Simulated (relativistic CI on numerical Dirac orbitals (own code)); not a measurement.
## Cr⁴⁺ in a cubic cluster: 3s photoemission with charge transfer

Computed with a charge-transfer multiplet model of a cubic metal-ligand cluster with up to 2 ligand holes, Slater and spin-orbit integrals from Dirac-Coulomb-Breit ions, Slater integrals scaled by 0.9. The ground state mixes d2 with configurations of k ligand holes L, whose averages lie at kΔ + k(k − 1)U_dd/2; a core hole lowers each added d electron by U_cd. 300 K, Lorentzian 1.4 eV and Gaussian 0.8 eV FWHM.

Atomic integrals in eV (Slater integrals scaled, ζ unscaled), ground: F2dd 10.549, F4dd 6.644, zeta_d 0.039; with the core hole: F2dd 11.383, F4dd 7.204, zeta_d 0.045, G2cd 11.080.

Cluster parameters (eV): U_dd = 5.4, U_cd = 6.9, 10Dq = 1.3, 10Dq(ligand) = 1.2, V(eg) = 3.55, V(t2g) = -1.83, final-state hopping factor = 0.8.

```
      Case   n_d    d2   d3L  d4L2     S
Δ = 2.1 eV  2.82  0.33  0.52  0.15  1.00
Δ = 3.1 eV  2.75  0.37  0.50  0.13  1.00
Δ = 4.1 eV  2.69  0.42  0.48  0.11  1.00
```

Weights, n_d and S are thermal averages at 300 K. Binding energies count from the first peak over 30 % of the highest in each spectrum, which can be another peak from case to case. The parameters are a model scan and need not match a compound or its usual spin state. Peaks in eV (height, largest 100):
- Δ = 2.1 eV: 0.0 (100), 6.1 (46), 9.2 (32), 13.3 (10), 20.7 (5)
- Δ = 3.1 eV: 0.0 (100), 6.3 (48), 9.2 (29), 13.2 (10), 20.3 (5)
- Δ = 4.1 eV: 0.0 (100), 6.3 (50), 9.3 (25), 13.0 (10)

Curve for Δ = 2.1 eV (points under 2 left out, the grid thinned):

E (eV), Intensity and a bar:
```
     -3.9        4.2 #
     -3.3        5.8 #
     -2.7        8.4 ##
     -2.1       13.5 ####
     -1.5       24.6 #######
     -0.9       51.6 ################
     -0.3       92.7 ##############################
      0.3       89.9 #############################
      0.9       49.4 ################
      1.5       26.4 ########
      2.1       18.4 #####
      2.7       13.9 ####
      3.3       11.0 ###
      3.9       10.9 ###
      4.5       14.4 ####
      5.1       24.3 #######
      5.7       40.5 #############
      6.3       44.9 ##############
      6.9       33.4 ##########
      7.5       25.6 ########
      8.1       23.6 #######
      8.7       28.6 #########
      9.3       32.0 ##########
      9.9       23.4 #######
     10.5       14.5 ####
     11.1       10.3 ###
     11.7        9.1 ##
     12.3        8.8 ##
     12.9        9.4 ##
     13.5        9.6 ##
     14.1        7.9 ##
     14.7        5.8 #
     15.3        4.6 #
     15.9        4.1 #
     16.5        3.8 #
     17.1        3.5 
     17.7        3.3 
     18.3        3.2 
     18.9        3.2 
     19.5        3.7 #
     20.1        4.8 #
     20.7        5.5 #
     21.3        4.5 #
     21.9        3.1 
     22.5        2.1
```

For the case Δ = 2.1 eV, Δ = 2.1 eV is smaller than U_dd = 5.4 eV, the charge-transfer side of the Zaanen-Sawatzky-Allen scheme. With the core hole the configuration with one ligand hole lies at Δ − U_cd = -4.8, -3.8, -2.8 eV from the one without, in the order of the table; where this is negative the screened configuration lies lower, though the effective hopping of about 5.9 eV (from the holes of the mixed ground state) mixes the two strongly wherever it is as large as the gap.

With at most 2 ligand holes the space is cut while the next configuration still counts, so covalency is underestimated, and a final configuration with one more ligand hole, which can lie low, is missing from the spectra.

Without intra-shell correlation the exchange splitting of the 3s hole comes out too large.
